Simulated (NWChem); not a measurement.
# TiO, triplet; SMILES [O]=[Ti]

Results from NWChem. Spin-unrestricted. The geometry was optimised at PBE0/def2-SVP, spin-unrestricted. No stability test was run on the SCF state. Level SCAN/def2-SVP: energy and gradient on several grids; changes count from the extra-fine grid, which is no exact limit either.

| grid | size of the energy change (μHa) | largest change of a gradient component (μHa/bohr) |
|---|---|---|
| xcoarse | 4000 | 7000 |
| coarse | 1000 | 700 |
| medium | 800 | 900 |
| fine | 300 | 500 |
| xfine | < 10 | < 30 |
